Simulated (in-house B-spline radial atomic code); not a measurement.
## RPA and G0W0 on B3LYP (VWN-RPA): Rb

Configuration [Kr] 5s1, highest spin, mean-field start B3LYP (VWN-RPA). Computed with an all-electron radial atomic-structure program (B-spline basis): all electrons, scalar-relativistic (spin-free one-electron X2C), finite nucleus, each spin shell either full or empty, empty states to l = 9 with an (l + 1/2)⁻⁴ tail; G0W0 by contour deformation at full frequency.

RPA overbinds a lone outer s electron by self-correlation, and G0W0 tends to as well.

Command:
```bash
python run_gw.py task.json out
```
Settings (radii: box in bohr, nucleus in fm):
```
Z                        37
electrons                37
configuration            [Kr] 5s1
hamiltonian              x2c
method                   b3lyp
lmax                     9
rms_radius               4.2036
spin_polarised           True
box_radius               40
intervals                73
ion_configuration        [Ar] 3d10 4s2 4p6
```

Run time, properties included: 14 s on 1 thread of Arm Neoverse N1, on a shared host.

Energies (hartree):

```
                                     term        value
                         mean-field total  -2981.07891
Hartree-Fock functional on these orbitals  -2979.13129
                      direct second order      -3.0379
                    second-order exchange      0.87988
                         SOSEX correction      0.81047
```

What is the RPA correlation energy, and what remains with SOSEX?

RPA gives -2.647 hartree (-1.95 eV per electron); RPA + SOSEX gives -1.8366, and the second-order doubles -2.158 hartree (no singles). SOSEX takes back 31 % of the RPA value.

Quasi-particle levels (eV):

```json
{"level": "5s up", "occupied": "yes", "mean field": "-2.796", "Σx - vxc": "-0.99", "Σc": "?", "QP weight": "?", "G0W0": "?"}
{"level": "5s down", "occupied": "no", "mean field": "-1.602", "Σx - vxc": "2.51", "Σc": "-1.43", "QP weight": "0.800", "G0W0": "-0.524"}
```

G0W0 = mean field + (Σx - vxc) + Σc, with Σc (partial-wave tail included) taken at the quasi-particle energy. Only the outer levels were computed. Levels of low weight are left out.

Where does G0W0 put 5s up?

At -4.411 eV, with Σc = -0.63 eV and a quasi-particle weight of 0.826. The tabulated removal energy is 4.177 eV (NIST, measured); the calculation leaves out spin-orbit coupling, Breit and QED terms, and what these don't explain is the method's own error.

What does it cost to remove one electron (to [Ar] 3d10 4s2 4p6) by differences of total energies, each species on its own start (correlation terms add to the Hartree-Fock functional)?

B3LYP (VWN-RPA) 4.339 eV, Hartree-Fock functional 3.755 eV, + RPA 4.506 eV, + RPA + SOSEX 4.109 eV, + second order 4.384 eV. Tabulated: 4.177 eV (NIST, measured); the calculation leaves out spin-orbit coupling, Breit and QED terms, and what these don't explain is the method's own error.
